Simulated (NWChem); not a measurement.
Species: CH$_{3}$ClSn, singlet; SMILES [CH3][Sn][Cl]

Results from NWChem. Low-valent species are run as closed-shell singlets; no triplet was tried in these runs. def2 effective core potentials on Sn; no spin-orbit coupling. Each level has its own optimisation; frequencies are unscaled.

For level PBE0/def2-SVP (core potentials):

| Quantity | Result |
|---|---|
| r Cl–Sn (Å) | 2.403 |
| r C–Sn (Å) | 2.196 |
| highest harmonic frequency (cm⁻¹) | 3172 |
| lowest (cm⁻¹) | 41 |
| zero-point energy (kcal/mol) | 22.4 |

Problem. What are these values for level Hartree-Fock/STO-3G (all-electron, non-relativistic)?

Solution. 
| Property | Value |
|---|---|
| r Cl–Sn (Å) | 2.343 |
| r C–Sn (Å) | 2.115 |
| highest harmonic frequency (cm⁻¹) | 3736 |
| lowest (cm⁻¹) | 84 |
| zero-point energy (kcal/mol) | 27.7 |
